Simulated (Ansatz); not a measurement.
Total energies of BMe2(CCH) (C₄H₇B) from Ansatz at PBE0-D4/def2-TZVP, gas phase (1 Eh = 27.2114 eV = 2625.5 kJ/mol). The reference geometry is relaxed at PBE0-D4/def2-SVP.

```
                state   geometry  energy (Eh)
     charge 0 singlet  reference   -181.27501
     charge 1 doublet  reference   -180.91276
free B atom (doublet)          –    -24.61828
free C atom (triplet)          –    -37.80537
free H atom (doublet)          –     -0.50104
```

**Question.** Work out the vertical ionisation energy to the doublet.

**Answer.** E(charge 1 doublet) − E(charge 0 singlet) = -180.91276 − (-181.27501) = 0.36225 Eh = 9.86 eV. For comparison, −ε of the highest occupied level is 7.74 eV at this level, 2.12 eV less.

**Question.** What is the binding energy per atom against free atoms?

**Answer.** Atoms: 1 × (-24.61828) + 4 × (-37.80537) + 7 × (-0.50104) = -179.34704 Eh. Binding: -179.34704 − (-181.27501) = 1.92797 Eh = 52.46 eV, or 4.37 eV for each of 12 atoms (no zero-point energy, no counterpoise term).
